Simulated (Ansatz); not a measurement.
```yaml
crystal:
  periodic: [false, false, false]
  atoms:
    - {symbol: O, position_ang: [1.666092, -0.728515, 0.701431]}
    - {symbol: C, position_ang: [0.476644, -0.373590, 0.240265]}
    - {symbol: N, position_ang: [-0.611923, -0.999424, 0.095272]}
    - {symbol: Ge, position_ang: [-0.729143, 0.847960, -0.478417]}
    - {symbol: H, position_ang: [1.610399, -1.664501, 0.957432]}
    - {symbol: H, position_ang: [-1.537357, 1.775677, 0.422338]}
    - {symbol: H, position_ang: [-0.813511, 1.074394, -1.984019]}
basis:
  gaussian: {orbitals: cc-pVTZ-PP}
hamiltonian: {xc: {name: r2SCAN0}}
output: {forces: true}
```

```sh
$ ansatz run in.yaml --threads 2 --pin off --events-out ev --progress --plain --max-ram 4352MiB
```

Output, abridged:

```
Functional definition: r2SCAN0
Error: <dir> the basis set cc-pVTZ-PP has no functions for O
```

Q: What is wrong with this run?

A: The basis set is misnamed or doesn't suit the job. The input was rejected before any iteration.
